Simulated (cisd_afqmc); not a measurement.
Input (X2C-AFQMC/CISD/cc-pwCVTZ-DK; cisd_afqmc is a phaseless AFQMC code with CISD trial states that reads the integrals written by Ansatz): The .json basis holds the Basis Set Exchange's core-valence set for the 3d metal and cc-pVXZ-DK of the same size for its partners.

Ansatz 0.2 input:
```python
import cisd_afqmc

open("ham.yaml", "w").write("""\
crystal:
  periodic: [false, false, false]
  atoms:
    - {symbol: Cu, position_ang: [0.00000000, 0.00000000, 0.00000000]}
basis:
  gaussian:
    orbitals: cc-pwCVTZ-DK.json
magnetization: {spin_polarized: true, initial_magnetization: 1}
correlation: {method: ccsd, frozen_orbitals: {Cu: 5}, hamiltonian_folder: ham}
scf: {lower_state_search: full}
""")
rep = cisd_afqmc.ansatz("ham.yaml")
e_ccsd = rep["correlation"]["coupled_cluster"]["energy"]["hartree"]
out = cisd_afqmc.run("ham", e_ccsd, trial="CISD", walkers=100, populations=8, threads=8, dt=0.005, steps=40, early=36, settle=10, least=32,
    cut=5e-5, rank_cut=2e-4, target=0.0003, seconds=3000, seed=4, memory=12960, gpu=False)
```

Output:

```
orbitals 97, occupied [10, 9], factors 547 of 626, rank of the doubles 942 of 1662
E(HF) = -1653.156838
E(CCSD) on the cut factors = -1654.038529, shift to the whole factors 0.000001
Energy of the trial state on the determinant = -1654.038574
  tau behind 10.8 of longer steps, mean of the populations' last blocks
   2.0  -1654.06553
   4.0  -1654.06518
   6.0  -1654.06194
   8.0  -1654.06036
  10.0  -1654.06617
  12.0  -1654.06398
  14.0  -1654.06124
  16.0  -1654.06358
  18.0  -1654.06069
  20.0  -1654.06108
  22.0  -1654.06265
  24.0  -1654.06258
  26.0  -1654.05832
  28.0  -1654.05961
  30.0  -1654.06224
  32.0  -1654.06141
  34.0  -1654.06104
  36.0  -1654.06195
  38.0  -1654.06556
blocks 1541 (2 outliers left out), error by blocks joined: 1: 0.00041, 2: 0.00044, 4: 0.00047, 8: 0.00048, 16: 0.00045
E(AFQMC/CISD) = -1654.06217 +/- 0.00048
```
